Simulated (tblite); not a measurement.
Input of a run (GFN2-xTB geometry optimisation, gas phase (tblite 0.8.0)), started from a force field or distance geometry:
```
{"job": {"kind": "relax", "xc": "GFN2-xTB", "basis": "xTB"}, "charge": 0, "multiplicity": 1}
C      2.489200     0.255500     0.595800
N      1.234900     0.430900     0.331100
C      0.460500    -0.605900    -0.302100
C      0.082500    -0.041400    -1.689700
Si    -0.847200     1.256700    -0.689100
C     -1.019800    -0.456700     0.022900
C     -1.395000    -0.493200     1.471400
H      2.907700    -0.703300     0.300200
H      3.116700     0.986300     1.075900
H      0.879200    -1.600800    -0.273700
H     -0.560300    -0.737000    -2.267200
H      0.964700     0.328800    -2.220600
H      0.054300     2.149000     0.027100
H     -2.005200     1.838100    -1.315900
H     -1.677400    -1.097700    -0.591500
H     -1.889800    -1.481400     1.693300
H     -0.583000    -0.271700     2.183600
H     -2.220700     0.249900     1.636900
```

Output (eV, eV/Å):
```
step      E/eV     max force
  0    -567.56283    2.924
  1    -567.86181    2.766
  2    -568.06439    1.398
  3    -568.22986    0.931
  4    -568.37798    0.853
  5    -568.43729    0.532
  6    -568.47976    0.460
  7    -568.51683    0.502
  8    -568.55102    0.370
  9    -568.57641    0.352
 10    -568.59520    0.340
 11    -568.61411    0.405
 12    -568.63580    0.344
 13    -568.65533    0.333
 14    -568.66938    0.291
 15    -568.67965    0.223
 16    -568.68894    0.245
 17    -568.69957    0.259
 18    -568.71287    0.333
 19    -568.72784    0.323
 20    -568.74093    0.226
 21    -568.74941    0.185
 22    -568.75502    0.207
 23    -568.76055    0.258
 24    -568.76723    0.231
 25    -568.77451    0.187
 26    -568.78070    0.147
 27    -568.78540    0.161
 28    -568.79011    0.172
 29    -568.79613    0.196
 30    -568.80269    0.181
 31    -568.80841    0.163
 32    -568.81339    0.166
 33    -568.81801    0.184
 34    -568.82288    0.205
 35    -568.82816    0.209
 36    -568.83310    0.201
 37    -568.83777    0.185
 38    -568.84270    0.202
 39    -568.84843    0.226
 40    -568.85424    0.225
 41    -568.86081    0.154
 42    -568.86534    0.132
 43    -568.86877    0.169
 44    -568.87288    0.175
 45    -568.87728    0.190
 46    -568.88177    0.189
 47    -568.88527    0.157
 48    -568.88638    0.207
 49    -568.88949    0.106
 50    -568.89121    0.115
 51    -568.89352    0.080
 52    -568.89434    0.089
 53    -568.89520    0.096
 54    -568.89597    0.088
 55    -568.89701    0.087
 56    -568.89779    0.065
 57    -568.89835    0.058
 58    -568.89874    0.042
 59    -568.89918    0.049
 60    -568.89962    0.056
 61    -568.89994    0.034
 62    -568.90012    0.035
 63    -568.90025    0.030
 64    -568.90040    0.038
 65    -568.90057    0.040
 66    -568.90070    0.029
 67    -568.90077    0.030
 68    -568.90084    0.023
 69    -568.90092    0.023
 70    -568.90103    0.022
 71    -568.90113    0.022
 72    -568.90121    0.023
 73    -568.90128    0.023
 74    -568.90136    0.020
 75    -568.90142    0.016
 76    -568.90147    0.018
 77    -568.90152    0.021
 78    -568.90158    0.024
 79    -568.90167    0.030
 80    -568.90178    0.027
 81    -568.90186    0.018
 82    -568.90191    0.020
 83    -568.90196    0.022
 84    -568.90205    0.027
 85    -568.90217    0.033
 86    -568.90228    0.025
 87    -568.90234    0.019
 88    -568.90237    0.017
 89    -568.90239    0.013
 90    -568.90242    0.015
 91    -568.90245    0.013
 92    -568.90248    0.014
 93    -568.90251    0.014
 94    -568.90253    0.012
 95    -568.90256    0.014
 96    -568.90259    0.011
 97    -568.90261    0.010
 98    -568.90262    0.009
```

Task: Summarise the run.

Result: The energy falls by 1.340 eV over 98 L-BFGS steps, the largest force on an atom goes from 2.92 to 0.009 eV/Å, and the atoms move by 0.657 Å rms after alignment. The bond that changes most is Si5–C6 (SiH2 silicon to sp3 carbon bound to silicon), which lengthens by 0.054 Å. Bonds longer at the end by more than 0.005 Å: 7 of 18; shorter: 8. Among the angles that change most is C4–C3–C6, from 85.3° to 98.1°. Among the dihedrals that turn most is C3–C6–C7–H16, from -106° to -63°. The energy never rose by more than 1e-5 eV on the way. The first step brought 22 % of the lowering.

Task: What are the final bond lengths?

Result: C1=N2 1.249 Å, N2–C3 1.425 Å, C3–C4 1.545 Å, C4–Si5 1.909 Å, Si5–C6 1.917 Å, C6–C7 1.518 Å, C3–C6 1.551 Å, C1–H8 1.098 Å, C1–H9 1.081 Å, C3–H10 1.105 Å, C4–H11 1.088 Å, C4–H12 1.087 Å, Si5–H13 1.458 Å, Si5–H14 1.465 Å, C6–H15 1.094 Å, C7–H16 1.091 Å, C7–H17 1.087 Å, C7–H18 1.088 Å. Numbering counts from 1 in the input's order; the species is `C=N[C@@H]1C[SiH2][C@@H]1C`.

Time: 3.0 s wall, 2.1 s CPU. Hardware: one thread of an Intel Xeon at 2.50 GHz, no GPU, on a shared host.

Its GFN2-xTB frequencies are all real (lowest 56 cm⁻¹). The numbers are those of one conformer. 3 starts were optimised and ended at 0.00, 0.46 and 0.46 kcal/mol (GFN2-xTB); the lowest of these is shown.

The numbers are calculated, not measured.
